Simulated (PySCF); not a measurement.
Geometry:
```tsv
atom	x (Å)	y (Å)	z (Å)
O1	2.615	-1.311	-0.369
C2	2.072	-0.255	-0.157
O3	2.752	0.881	0.000
C4	0.599	-0.101	-0.050
C5	-0.183	-1.247	-0.202
C6	-1.559	-1.188	-0.118
C7	-2.184	0.027	0.121
C8	-1.433	1.178	0.276
C9	-0.052	1.109	0.190
F10	0.637	2.248	0.346
H11	3.704	0.718	-0.081
H12	0.330	-2.179	-0.389
H13	-2.146	-2.084	-0.240
H14	-3.260	0.080	0.188
H15	-1.897	2.134	0.462
```

PySCF 2.14.0 with density-fitted response routines calculation with shielding tensors at PBE0/pcSseg-1 (GIAO) and coordinates at the GFN2-xTB level; no relativistic terms, single conformer, gas phase.

Referencing at the same level of theory: TMS for 13C (σ = 186.93 ppm) and 1H (σ = 31.72 ppm); 17O (σ = 336.08 ppm) against H2O; 19F (σ = 170.95 ppm) vs CFCl3.

| atoms | nucleus | count | δ (ppm) |
| --- | --- | --- | --- |
| C2 | 13C | 1 | 169.6 |
| C8 | 13C | 1 | ? |
| F10 | 19F | 1 | ? |
| O1 | 17O | 1 | 417.0 |
| H13 | 1H | 1 | 7.53 |
| C4 | 13C | 1 | 121.0 |
| H11 | 1H | 1 | 6.67 |
| H15 | 1H | 1 | 7.44 |
| O3 | 17O | 1 | 209.4 |
| H12 | 1H | 1 | ? |
| C7 | 13C | 1 | ? |
| C9 | 13C | 1 | 173.6 |
| H14 | 1H | 1 | 7.84 |
| C6 | 13C | 1 | ? |
| C5 | 13C | 1 | 141.4 |

Q: Fill in the missing shifts.

A: 
- C7: 141.5 ppm, aromatic CH
- C6: 128.8 ppm, aromatic CH; the aromatic region
- C8: 123.0 ppm, aromatic CH
- H12: 8.68 ppm, hydrogen on an aromatic CH; ring current plus the deshielding of an ortho carbonyl group
- F10: -103.9 ppm, aryl fluorine

OH/NH shifts are gas-phase values; hydrogen bonding in solution moves them, usually downfield. Shifts are as computed. Against solution values, carbons near 30 ppm lie about +3 ppm off and those near 130 ppm about +5 ppm. Of 1211 compounds with measured shifts, 218 miss one by over three times the rms of a fit or turn the order of signals round; such compounds aren't used in these exercises. In solution the two oxygens of a carboxylic acid exchange roles by proton transfer and give one 17O line. Hydrogen bonding in solution shields acid and N–H amide carbonyl oxygens by tens of ppm. Hydrogen bonding in solution deshields acid and N–H amide carbonyl carbons by as much as 10 ppm beyond these values. Unscaled 19F shifts against computed CFCl3 carry errors that often reach 10 to 50 ppm. Unscaled 17O shifts of doubly bonded oxygen tend to come out too high, by tens of ppm or more. Experimental scales use liquid or dissolved standards, which lie at an offset from isolated H2O (liquid H2O: subtract about 36 ppm).
